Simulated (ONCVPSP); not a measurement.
# Pt (Z = 78), ONCV: configuration errors across variants

```
Element                 : platinum (Pt)
Generator               : ONCVPSP 4.0.1
Type                    : optimised norm-conserving Vanderbilt (ONCV)
Functional              : PBEsol
Relativity              : fully relativistic
Frozen core             : [Kr] 4d10 4f14
Valence charge          : 18
Reference configuration : 5s2 5p6 5d7 (charge +3)
Partial waves           : 5s: rc 1.10 bohr, ncon 4, nbas 8, qcut 6.3 1/bohr, 2 projectors, debl 1.4 Ha; 5p: rc 1.45 bohr, ncon 4, nbas 9, qcut 11.9 1/bohr, 3 projectors, debl 0.4 Ha; 5d: rc 1.60 bohr, ncon 3, nbas 6, qcut 5.3 1/bohr, 3 projectors, debl 3.1 Ha
Local potential         : polynomial inside 0.75 bohr (lpopt 2, dvloc0 1 Ha)
Core correction         : Teter function, fcfact 2.75, rcfact 1.3
```

Open shells are filled in proportion to 2j + 1.

In the s channel the program set the typed energies aside and used -5.027, 0.250 Ha. In the p channel the program set the typed energies aside and used -3.185, 0.250, 0.650 Ha (j = l + 1/2; the other j can differ).

All-electron excitation energies from the reference (eV): (1) 5s2 5p6 5d9 6s1 -61.502; (2) 5s2 5p6 5d9 -52.260; (3) 5s2 5p6 5d8 -32.247; (4) 5s2 5p6 5d9 6p1 -56.415.

2 further variants failed, have other tests or too few solved ones, and are left out.

A true bound ghost makes a file unfit for plane-wave use even where its test errors are small: the radial tests pick states by their node count and pass the ghost by.

Errors AE − PS in meV (a dash: test not solved or not reliable):

```csv
change,(1),(2),(3),(4),bound ghosts,GHOST(+) flags above zero
base,+4.4,+4.3,+1.9,+4.1,d5/2,"s, p3/2, d5/2, p1/2"
s: nproj 1,–,+5.1,+2.3,+5.0,"d5/2, s","p3/2, d5/2, p1/2"
core correction none,+3.9,+3.4,+1.6,+3.4,d5/2,"s, p3/2, d5/2, p1/2"
"local potential polynomial inside 0.90 bohr (lpopt 5, dvloc0 1 Ha)",+4.8,+4.1,+1.7,+3.9,d5/2,"s, p3/2, d5/2, p1/2"
```

Give the same row for: local potential polynomial inside 0.75 bohr (lpopt 2, dvloc0 -2 Ha).

+4.6, +4.4, +1.9, +4.2; bound ghosts: d5/2; GHOST(+) flags above zero: s, p3/2, d5/2, p1/2.
